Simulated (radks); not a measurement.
Task: The table gives one normalised radial function P(r) = r R(r) of Co2+ in [Ar] 3d7 (r in bohr). Calculated with a radial shooting solver on a logarithmic mesh with Libxc functionals: scalar-relativistic Kohn-Sham, BLYP, spin-unpolarised, spherical densities, point nucleus.

r	P
0.003212	0.1001
0.004215	0.1270
0.005489	0.1587
0.007205	0.1973
0.009457	0.2412
0.01241	0.2885
0.01629	0.3344
0.02139	0.3709
0.02807	0.3853
0.03685	0.3598
0.04798	0.2781
0.06298	0.1198
0.08266	-0.1128
0.1085	-0.3841
0.1424	-0.6104
0.1869	-0.6683
0.2454	-0.4467
0.3221	0.0625
0.4194	0.6784
0.5505	1.1582
0.7225	1.2526
0.9484	0.9760
1.245	0.5593
1.634	0.2300
2.145	0.0638
2.815	0.0108
3.666	0.0011
4.811	0.0000
6.315	0.0000
8.289	0.0000

Which n and l does it have? It may be an empty orbital.

Result: n = 3, l = 0: the number of nodes gives n - l - 1 = 2, the rise at small r (about r^(l+1)) gives l, and the extent must fit the shell. The curve is that of 3s. 3s: eigenvalue -121.32 eV, 2 radial nodes at r = 0.0731, 0.313 bohr, <r> = 0.774 bohr, 90 % of the charge inside 1.16 bohr.
